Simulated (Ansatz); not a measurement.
Gas-phase electronic energies from Ansatz, PBE0-D4/def2-TZVP geometries. CBS: MP2 limit from def2 TZ/QZ plus the TZ coupled-cluster correction, frozen cores. This one scheme is used for every species. Functionals use def2-TZVPP. B3LYP here is the variant with VWN-RPA as its local correlation; programs differ in this. For Ge outer-core shells are correlated without core-valence functions, which leaves a few kJ/mol of doubt a bond. Scalar relativity is left out up to krypton. One conformer a species, not always the lowest.

Consider the ligand exchange at the Si–N bond: `O[SiH2]N[SiH](O)O` + `C[NH][GeH3]` → `C[N]([GeH3])[SiH2]O` + `N[SiH](O)O`.

```csv
level,ΔE (eV)
r2SCAN-D4,0.08
B3LYP-D4,0.06
ωB97M-V,0.06
PBE,0.06
HF/def2-TZVPP,0.10
SCS-MP2/def2-TZVPP,0.02
HF/def2-QZVPP,0.09
SCS-MP2/def2-QZVPP,0.02
```

(1) What does CCSD(T)/CBS give? (Best estimate.)

Largest T1 diagnostic among the species: 0.012.

Results:

(1) The calculation gave: +0.03 eV. The listed levels differ from it by 0.05, 0.03, 0.03, 0.03, 0.07, -0.01, 0.06, -0.01 eV.

In def2-TZVPP, CCSD(T) changes the Hartree–Fock value by −0.07 eV (the triples alone add −0.01 eV) and MP2 by −0.09 eV.
